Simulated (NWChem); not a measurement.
# cyclohexanone (C₆H₁₀O); SMILES O=C1CCCCC1

```xyz
17

O     -0.2624    -2.3194     0.0000
C      0.1193    -1.1644     0.0000
C      0.3758    -0.3874     1.2869
C     -0.3052     0.9980     1.2668
C      0.0567     1.7870     0.0000
C     -0.3052     0.9980    -1.2668
C      0.3758    -0.3874    -1.2869
H      1.4642    -0.2478     1.3798
H      0.0457    -0.9969     2.1332
H     -0.0241     1.5594     2.1660
H     -1.3949     0.8628     1.3104
H     -0.4590     2.7553     0.0000
H      1.1350     2.0055     0.0000
H     -0.0241     1.5594    -2.1660
H     -1.3949     0.8628    -1.3104
H      0.0457    -0.9969    -2.1332
H      1.4642    -0.2478    -1.3798
```
Atoms are numbered in this order, from 1.

Computed with NWChem. Pople sets run with spherical d functions. Coordinates come from a B3LYP/6-31G* (spherical d) optimisation. B3LYP is NWChem's, with the RPA form of VWN correlation. Atomic charges in e: unrestrained fits to the electrostatic potential beside Mulliken populations; buried atoms are poorly determined by the fit.

For level B3LYP/def2-SVP:

```yaml
Mulliken O1: -0.19
Mulliken C2: -0.05
Mulliken C3: 0.08
Mulliken C4: 0.01
Mulliken C5: 0.01
```

Task: How do the values read with level Hartree-Fock/6-31G* instead?

Result: 
- Mulliken O1 = -0.55
- Mulliken C2 = 0.56
- Mulliken C3 = -0.42
- Mulliken C4 = -0.34
- Mulliken C5 = -0.33
